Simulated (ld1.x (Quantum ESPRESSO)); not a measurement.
Which change was made? (Li, RRKJ)

```
Element                 : lithium (Li)
Generator               : ld1.x (Quantum ESPRESSO) 7.5
Type                    : norm-conserving RRKJ (Kleinman–Bylander form)
Functional              : PBE
Relativity              : scalar-relativistic
Frozen core             : [He]
Valence charge          : 1
Reference configuration : 2s1 2p0
Partial waves           : 2s (bound): rc 3.15 bohr; 2p (bound, empty): rc 4.20 bohr; 3d channel at 0.35 Ry: rc 4.40 bohr
Local potential         : the d channel
Core correction         : Bessel-smoothed model core inside 3.20 bohr
rho0                    : 0.01
```

Cutoffs, loose and tight: the cutoffs (Ry, on a coarse ladder) from which the occupation-weighted sum of valence levels, in a spherical-Bessel basis at the reference potential, stays within 10 and 1 mRy of its value at 400 Ry. They do not see the model core or the augmentation charge, which bear on the density cutoff. Test errors are all-electron minus pseudo excitation energies from the reference, over the configurations 2s0.5 2p0; 2s0 2p1; variants that change the core or the reference have their own tests.

The base gives: outcome: generated; cutoff, loose: 10 Ry; cutoff, tight: 15 Ry; bound ghosts: none; largest test error (meV): +8.5.

(1) After one change the result is: outcome: generated; cutoff, loose: 8 Ry; cutoff, tight: 15 Ry; bound ghosts: none; largest test error (meV): +8.0. Which change was it?
A. wave 3d channel at 0.35 Ry: rc 4.40 bohr becomes 3d channel at 0.35 Ry: rc 6.32 bohr
B. core none, valence charge 3; reference 1s2 2s0.5 2p0; waves now 2p (bound): rc 4.20 bohr; 3d channel at 0.35 Ry: rc 3.95 bohr; 1s (bound): rc 0.40 bohr; local potential the s channel; core correction none
C. core correction Bessel-smoothed model core inside 2.36 bohr
D. type TM semilocal; rho0 0

Answers

(1) A. The others give: core none, valence charge 3; reference 1s2 2s0.5 2p0; waves now 2p (bound): rc 4.20 bohr; 3d channel at 0.35 Ry: rc 3.95 bohr; 1s (bound): rc 0.40 bohr; local potential the s channel; core correction none → outcome: generated; cutoff, loose: over 300 Ry; cutoff, tight: over 300 Ry; bound ghosts: p; largest test error (meV): +5.9 | core correction Bessel-smoothed model core inside 2.36 bohr → outcome: generated; cutoff, loose: 10 Ry; cutoff, tight: 15 Ry; bound ghosts: none; largest test error (meV): -7.9 | type TM semilocal; rho0 0 → outcome: generated; cutoff, loose: 6 Ry; cutoff, tight: 6 Ry; bound ghosts: none; largest test error (meV): +3.8.
